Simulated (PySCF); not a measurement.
H3OSi, charge +1. Atoms are numbered in the order given.

```xyz
5

O      0.1051     1.0281     0.0000
Si    -0.0147    -0.5368     0.0000
H     -0.5805     1.7120     0.0000
H     -1.3261    -1.1930     0.0000
H      1.2722    -1.2285     0.0000
```
Charge +1, spin multiplicity 1.

Geometry optimised at B3LYP-D3(BJ)/def2-TZVP. The isomer is the one that the SMILES or the coordinates give; other isomers of the formula were not compared.

Method: PBE/def2-TZVPD run with PySCF.

Gas-phase values at a fixed geometry.

| Quantity | Result |
|---|---|
| total energy | -366.04189 hartree |
| point group | Cs |
| highest occupied level | -15.23 eV |
| lowest empty level | -9.83 eV |
| orbital gap | 5.40 eV |
| dipole moment about the centre of nuclear charge | 1.84 D |
| mean static polarisability | 24.4 bohr³ (3.62 Å³) |
| polarisability, principal values | 19.6, 25.3, 28.4 bohr³ |
